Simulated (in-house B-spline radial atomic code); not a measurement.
Computed with a B-spline radial atomic code. Model: two electrons, singlet ground state, non-relativistic, full CI in B-splines with partial waves to l = 8 (at full coupling up to 3e-4 hartree above the limit, correlation up to 0.6 % small), density held at that of full coupling by Lieb maximisation.

Along the adiabatic connection the electron repulsion is scaled by a coupling λ while a local potential keeps the density fixed. At λ = 0 the system is the Kohn-Sham one and W equals the exchange energy; the exchange-correlation energy is the area under W between 0 and 1. The kinetic energy rises with λ as the electrons avoid each other, with dT/dλ = −λ dW/dλ.

Command:
```bash
python run_ac.py task.json out
```
Settings (lengths in bohr, energies in hartree):
```
potential              coulomb
strength               0.552
lmax                   8
wall_radius            1.44
```

Cost of the run: 2.9 s on 1 thread of Intel(R) Xeon(R) Processor @ 2.30GHz (shared host).

**W = mean repulsion less Hartree energy, and W of three functionals.**

Given: confinement point charge; nuclear charge 0.552; hard wall radius 1.44 bohr; external potential -Z/r.

Computed: PBE exchange minus exact 56.607 millihartree; SCAN exchange minus exact -6.1499 millihartree.

| coupling | W xc (hartree) | W xc minus exchange (millihartree) | kinetic minus Kohn-Sham (millihartree) | LDA (PW92) W minus its exchange (millihartree) | PBE W minus its exchange (millihartree) | SCAN W minus its exchange (millihartree) |
| --- | --- | --- | --- | --- | --- | --- |
| 0 | -1.2694 | 0 | 0 | 0 | 0 | 0 |
| 0.02 | -1.2715 | -2.118 | 0.02 | -12.63 | -3.52 | -1.95 |
| 0.05 | ? | ? | ? | ? | ? | ? |
| 0.12 | -1.2818 | -12.457 | 0.74 | -50.44 | -20.1 | -11.29 |
| 0.25 | -1.2947 | -25.304 | 3.11 | -84.96 | -39.48 | -22.78 |
| 0.4 | -1.3087 | -39.341 | 7.66 | -116.51 | -59.51 | -35.29 |
| 0.6 | -1.3262 | -56.842 | 16.39 | -151.02 | -83.29 | -50.92 |
| 0.8 | -1.3424 | -73.068 | 27.73 | -180.06 | -104.5 | -65.51 |
| 1 | -1.3575 | -88.135 | 41.27 | -205.32 | -123.69 | -79.18 |
| 1.4 | ? | ? | ? | ? | ? | ? |
| 2 | -1.4188 | -149.42 | 131.46 | -298.83 | -199.26 | -136.72 |
| 3 | -1.4632 | -193.81 | 241.32 | -362.56 | -253.81 | -181.07 |
| 4.5 | -1.5104 | -241.04 | 416.13 | -430.36 | -313.77 | -231.47 |
| 7 | -1.5607 | -291.38 | 700.34 | -505.47 | -381.89 | -289.14 |
| 10 | -1.598 | -328.7 | 1013.2 | -564.61 | -436.47 | -333.9 |

**Question.** What belongs in the row 0.05?

**Answer.** W xc (hartree): -1.2746; W xc minus exchange (millihartree): -5.262; kinetic minus Kohn-Sham (millihartree): 0.13; LDA (PW92) W minus its exchange (millihartree): -26.08; PBE W minus its exchange (millihartree): -8.67; SCAN W minus its exchange (millihartree): -4.81.

**Question.** What belongs in the row 1.4?

**Answer.** W xc (hartree): -1.3846; W xc minus exchange (millihartree): -115.2; kinetic minus Kohn-Sham (millihartree): 73.62; LDA (PW92) W minus its exchange (millihartree): -247.96; PBE W minus its exchange (millihartree): -157.37; SCAN W minus its exchange (millihartree): -104.16.

**Question.** What is the LDA exchange minus exact?

**Answer.** 175.5 millihartree.

**Energy parts, natural occupations and partial-wave weights.**

Computed: exchange energy -1.2694 hartree; correlation energy -0.046865 hartree; initial slope twice GL2 -0.10632 hartree; kinetic part over minus potential part 0.46826; Hartree energy 2.5387 hartree; Kohn-Sham kinetic 4.7857 hartree; Lieb Oxford ratio E_xc over LDA exchange 1.2033.

```json
{"natural": "s", "occupation of the shell (electrons)": "1.9876"}
{"natural": "p", "occupation of the shell (electrons)": "?"}
{"natural": "d", "occupation of the shell (electrons)": "0.00046005"}
{"natural": "s", "occupation of the shell (electrons)": "0.00041695"}
{"natural": "p", "occupation of the shell (electrons)": "6.4778e-05"}
{"natural": "f", "occupation of the shell (electrons)": "5.9678e-05"}
```

**Question.** What belongs in the row p?

**Answer.** occupation of the shell (electrons): 0.011299.

| wave | weight |
| --- | --- |
| s | 0.99404 |
| p | 0.0056834 |
| d | ? |
| f | 3.2038e-05 |
| g | 7.3135e-06 |

**Question.** What belongs in the row d?

**Answer.** weight: 0.0002377.

**Question.** What is the kinetic part of the DFT correlation energy?

**Answer.** 0.04127 hartree.

**Question.** What is the total energy?

**Answer.** 4.0582 hartree.

Half-way to full coupling W has made 55 % of its drop, against 50 % for a straight line, and second-order (GL2) theory, half the initial slope, overshoots the correlation energy by about 13 %: a moderate bend, as in light atoms. Over couplings 0 to 1 the errors in E_xc come to about +97 millihartree for LDA, +35 millihartree for PBE, -1.4 millihartree for SCAN, so SCAN is nearest. In LDA and PBE and SCAN the errors of exchange and correlation have opposite signs, so the sum is smaller than the larger of the two.
